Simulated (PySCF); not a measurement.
Below is a simulated gas-phase B 1s photoelectron spectrum of `[SiH3]OB1OBOBO1`.

Every computed line was given a Gaussian of 0.7 eV full width at half maximum and an area set by the number of equivalent atoms; the highest printed point is 100. Computed, not measured: PySCF, delta-SCF UKS SCAN, pcX-2 on the ionised atom, pcseg-1 elsewhere, spin-free X2C.

| binding energy (eV) | intensity |
| --- | --- |
| 197.2 | 0 |
| 197.3 | 1 |
| 197.4 | 2 |
| 197.5 | 4 |
| 197.6 | 9 |
| 197.7 | 19 |
| 197.8 | 32 |
| 197.9 | 50 |
| 198.0 | 70 |
| 198.1 | 88 |
| 198.2 | 99 |
| 198.3 | 100 |
| 198.4 | 93 |
| 198.5 | 82 |
| 198.6 | 71 |
| 198.7 | 63 |
| 198.8 | 59 |
| 198.9 | 56 |
| 199.0 | 52 |
| 199.1 | 45 |
| 199.2 | 36 |
| 199.3 | 26 |
| 199.4 | 16 |
| 199.5 | 9 |
| 199.6 | 5 |
| 199.7 | 2 |
| 199.8 | 1 |
| 199.9 | 0 |
| 200.0 | 0 |

**Question.** Count the maxima, the lines and the sites behind this envelope.

**Answer.** The curve has 1 maximum (at 198.3 eV). Under it lie 2 lines from 2 inequivalent boron sites. At this width some lines have no maximum of their own.

**Question.** Decompose the envelope and assign each component. Numbering: `[SiH3:1][O:2][B:3]1[O:4][BH:5][O:6][BH:7][O:8]1`.

**Answer.** 
```csv
position (eV),relative area,line,atoms,environment
198.24,2,B 1s,B5/B7,three-coordinate boron
198.96,1,B 1s,B3,three-coordinate boron
```

**Question.** What are the centre and the root-mean-square width of the whole band?

**Answer.** The area-weighted mean of the lines is 198.48 eV. Their own spread about it is 0.34 eV (rms) and each Gaussian has σ = 0.7/2.355 = 0.30 eV; the variances add, which gives 0.45 eV.

Lowest listed B 1s: B5/B7, bonded to 2 O and H. Highest, 0.72 eV above it: B3, bonded to 3 O. Summing the Pauling electronegativity differences to the bonded atoms, each weighted by its formal bond order, gives +2.96 for the lowest site and +4.20 for the highest.

The curve has no shake-up lines and no vibrational structure. Topologically equivalent atoms share the value of their first member; where this conformer doesn't relate them by symmetry, their own values could differ. Geometry: PBE0-D3(BJ)/def2-SVP, one conformer, isolated molecule.

Shape of the structure used: `[SiH3:1][O:2][B:3]1[O:4][BH:5][O:6][BH:7][O:8]1`: Si1–O2–B3–O4 1°.
